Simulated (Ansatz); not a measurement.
# Ligand exchange: C2H9FSi2 + C2H6MgO → C2H10OSi2 + C2H5FMg

Gas-phase species: C2H9FSi2 `CC[SiH](F)[SiH3]`, singlet; C2H6MgO `C[CH2][Mg][OH]`, singlet; C2H10OSi2 `CC[SiH](O)[SiH3]`, singlet; C2H5FMg `C[CH2][Mg][F]`, singlet. The partners trade F for OH: Si–F and Mg–OH bonds give way to Si–OH and Mg–F.

Shapes, held fixed at every level: PBE0-D4/def2-TZVP. Flexible molecules stand in one conformer, not always the lowest. Programs: Ansatz 0.2.0. Electronic energies: no zero-point or thermal term.

| level | kind | ΔE (kJ/mol) | less CCSD(T)/def2-TZVPP |
| --- | --- | --- | --- |
| PBE-D4/def2-TZVPP | GGA | -22.3 | -5.0 |
| r2SCAN-D4/def2-TZVPP | meta-GGA | -16.9 | +0.4 |
| B3LYP-D4/def2-TZVPP | global hybrid | -19.1 | -1.8 |
| PBE0-D4/def2-TZVPP | global hybrid | -20.9 | -3.6 |
| wB97M-V/def2-TZVPP | range-separated hybrid | -17.7 | -0.4 |
| B2PLYP/def2-TZVPP | double hybrid | -16.7 | +0.6 |
| CCSD/def2-TZVPP | coupled cluster or CI | -16.1 | +1.2 |
| CCSD(T)/def2-TZVPP | coupled cluster or CI | -17.3 | 0.0 |

The highest level, CCSD(T)/def2-TZVPP, gives ΔE = -17.3 kJ/mol; the levels span -22.3 to -16.1. The column of differences is taken from that level and isn't an error. No measured value is set beside it here. Outer-core shells of Mg are correlated, in sets that cover them unevenly. Sets without diffuse functions underbind ionic bonds of s-block metals.
